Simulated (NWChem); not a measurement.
System: C$_{2}$H$_{6}$OTe; SMILES [Te](OC)C

Here is an NWChem input.

```
start job
memory heap 200 mb stack 900 mb global 1100 mb
geometry units angstroms noautoz
  Te     0.329763    -0.476913    -0.035139
  C     -1.799011    -0.900252     0.055722
  H     -1.917975    -1.998376    -0.028952
  H     -2.339464    -0.398889    -0.767163
  H     -2.169629    -0.561354     1.040514
  O      0.172896     1.443271     0.628400
  C     -0.198183     2.405117    -0.341630
  H     -1.224485     2.245290    -0.751194
  H     -0.190277     3.389865     0.175352
  H      0.506441     2.461609    -1.204077
end
basis spherical
  * library sto-3g
end
dft
  xc b3lyp
  iterations 150
  mulliken
end
task dft energy
```

Geometry: optimised at PBE-D3(BJ)/def2-SVP (def2 core potentials past Kr). No frequency run checked for a minimum. B3LYP is NWChem's, with the RPA form of VWN correlation.

### Question
What results follow from this input? (B3LYP/STO-3G, non-relativistic.) Quantities: basis functions; energy (Ha); highest occupied level (eV); orbital gap (eV); dipole (D).

### Answer
```
Property                       Result
---------------------------  --------
number of basis functions          48
energy (Ha)                  -6702.27
highest occupied level (eV)     -3.44
orbital gap (eV)                 5.57
dipole (D)                       1.62
```
